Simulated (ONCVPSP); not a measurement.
**u(r) = r·R(r): atom against pseudo-atom (Fe (Z = 26))**

Columns: radius, all-electron u(r) and pseudo u(r) of the 3s shell (level -94.02 eV) of iron in the configuration [Ne] 3s2 3p6 3d6 4s2; PBE, scalar-relativistic, ONCV scheme, ONCVPSP 4.0.1.

```tsv
r (bohr)	all-electron	pseudo
0.075	0.0132	0.1898
0.150	-0.5983	0.3739
0.225	-0.5760	0.5472
0.300	-0.1775	0.7048
0.375	0.3043	0.8420
0.450	0.7162	0.9546
0.525	1.0053	1.0386
0.600	1.1722	1.0920
0.675	1.2373	1.1138
0.750	1.2284	1.1058
0.825	1.1702	1.0710
0.900	1.0825	1.0138
0.975	0.9801	0.9390
1.050	0.8729	0.8522
1.125	0.7677	0.7592
1.200	0.6686	0.6659
1.275	0.5776	0.5770
1.350	0.4958	0.4956
1.425	0.4233	0.4232
1.500	0.3598	0.3597
1.575	0.3047	0.3046
1.650	0.2572	0.2572
1.725	0.2166	0.2165
1.800	0.1820	0.1819
1.875	0.1526	0.1525
1.950	0.1277	0.1277
```

(1) How many radial nodes do the two functions have?

(2) At about which radius was the pseudo-wave matched?

(3) Where does each function peak?

(4) Is the pseudo-wave norm-conserving?

## Answers

(1) The all-electron 3s function has n − l − 1 = 2; the pseudo-wave has 0, since the states of the same l below it are removed with the core.

(2) 1.50 bohr. The columns agree to 0.0005 from 1.35 bohr on; several derivatives are matched, so the curves merge somewhat inside the radius.

(3) Outermost all-electron maximum near 0.68 bohr, pseudo maximum near 0.68 bohr (to the table’s step).

(4) Yes: the ONCV scheme keeps the norm inside the radius equal to the all-electron one, which fixes the energy derivative of the logarithmic derivative at the level.
